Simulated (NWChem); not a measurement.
System: CH8N2Si; SMILES NC[SiH2]N

Input file for NWChem:

```
start job
memory heap 200 mb stack 900 mb global 1100 mb
geometry units angstroms noautosym nocenter noautoz
  N     -0.162599     2.169814    -0.011572
  C      0.651463     0.969087     0.068740
  Si    -0.461441    -0.556780     0.028601
  N      0.515318    -1.990014    -0.058852
  H     -0.639135     2.223303    -0.909532
  H      0.404216     3.011566     0.065478
  H      1.173453     0.942065     1.041128
  H      1.451239     0.872531    -0.700418
  H     -1.276133    -0.674843     1.274276
  H     -1.416090    -0.361107    -1.121805
  H      0.131802    -2.863875     0.283146
  H      1.094551    -2.158560    -0.874145
end
basis spherical
  N library 6-31g*
  C library 6-31g*
  Si library 6-31g*
  H library 6-31g*
end
dft
  xc m06-2x
  iterations 150
end
cosmo
  do_cosmo_smd true
  solvent cychexan
end
task dft energy
```

The geometry was optimised at PBE0/def2-SVP. Solvent: cyclohexane.

Level: M06-2X/6-31G* with SMD (1 M gas to 1 M solution), gas-phase geometry. Reactions with the solvent are ignored.

Q: Predict the main results of this run. (M06-2X/6-31G* (spherical d), SMD on the gas-phase geometry.) Quantities: solvation free energy (kcal/mol); cavity-dispersion-structure term (kcal/mol); dipole in solution (D).

A: 
```
Quantity                                     Value
-------------------------------------------  -----
solvation free energy (kcal/mol)              -2.7
cavity-dispersion-structure term (kcal/mol)    1.3
dipole in solution (D)                        2.40
```
